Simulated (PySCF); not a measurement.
C3H5FOSi, SMILES F[Si@H]1C=CCO1. Atoms are numbered in the order given.

```xyz
11

F      1.7523     0.0800    -1.1671
Si     0.8868     0.0026     0.2084
C     -0.3813     1.3475     0.3500
C     -1.5783     0.7401     0.2568
C     -1.5690    -0.7632     0.1163
O     -0.2344    -1.2355     0.1432
H      1.8900    -0.2120     1.2724
H     -0.2818     2.4302     0.4487
H     -2.5424     1.2624     0.2700
H     -2.0628    -1.0660    -0.8271
H     -2.1419    -1.2325     0.9382
```

Geometry optimised at B3LYP-D3(BJ)/def2-SVP. The structure was generated by enumeration; whether it is a known compound was not checked. One conformer was computed; it need not be the lowest.

Level of theory: PySCF 2.14.0 with TDDFT-B3LYP/def2-SVPD.

Vertical excitations. The molecule is in vacuum.

| state | energy (eV) | λ (nm) | f | main pairs |
|---|---|---|---|---|
| S1 | 6.38 | 194 | 0.086 | HOMO→LUMO 48 %, HOMO−1→LUMO 47 % |
| S2 | 6.88 | 180 | 0.012 | HOMO−2→LUMO 95 % |
| S3 | 7.03 | 176 | 0.140 | HOMO−1→LUMO 43 %, HOMO→LUMO 40 %, HOMO−3→LUMO 12 % |
| S4 | 7.12 | 174 | 0.023 | HOMO−3→LUMO 85 % |
| S5 | 7.28 | 170 | 0.005 | HOMO→LUMO+1 97 % |
| S6 | 7.65 | 162 | 0.013 | HOMO→LUMO+2 97 % |
| S7 | 7.86 | 158 | 0.007 | HOMO−1→LUMO+1 90 % |
| S8 | 8.10 | 153 | 0.047 | HOMO→LUMO+3 79 %, HOMO→LUMO+4 13 % |
| S9 | 8.26 | 150 | 0.011 | HOMO−1→LUMO+2 65 %, HOMO→LUMO+4 16 %, HOMO→LUMO+3 10 % |
| S10 | 8.32 | 149 | 0.009 | HOMO→LUMO+4 59 %, HOMO−1→LUMO+2 18 % |
| T1 | 4.34 | 285 | 0 | HOMO→LUMO 84 % |
| T2 | 6.13 | 202 | 0 | HOMO−1→LUMO 71 %, HOMO−2→LUMO 17 % |
| T3 | 6.41 | 193 | 0 | HOMO−2→LUMO 78 %, HOMO−1→LUMO 16 % |
| T4 | 6.82 | 182 | 0 | HOMO−3→LUMO 94 % |
Triplets are in the Tamm–Dancoff approximation, which puts them higher than full response would, so one can lie above its singlet here.
